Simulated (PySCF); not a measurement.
## Dipole response of Mn+ (manganese, charge +1)

[Ar] 3d5 4s1, high-spin 7S determinant. All numbers are calculated (PySCF 2.14, the non-relativistic Hamiltonian (point nucleus), in aug-cc-pwCVTZ). Coupled (time-dependent) response in atomic units; α is the mean over directions.

```csv
method,mean α (bohr³),C₆ (like pair),S(−4)
PBE0,30.85,162.1,805.0
```

S(−4) is the Cauchy moment in α(ω) = α(0) + S(−4) ω² + …

α(iu) at PBE0:

```csv
u (hartree),α(iu) (bohr³)
0,30.85
0.0500,28.98
0.100,24.66
0.200,16.13
0.300,10.94
0.500,6.231
0.750,3.967
1.00,2.891
1.50,1.836
2.00,1.306
3.00,0.7742
5.00,0.3689
```

A single London oscillator, α(iu) = α/(1 + u²/ω²), gives C₆ = (3/4) ω α². Matching the computed C₆ needs ω = 4 × 162.1 / (3 × 30.85²) = 0.227 hartree.

For an ion, C₆ is the dispersion term alone; charge-induced terms of lower order in 1/R come first.
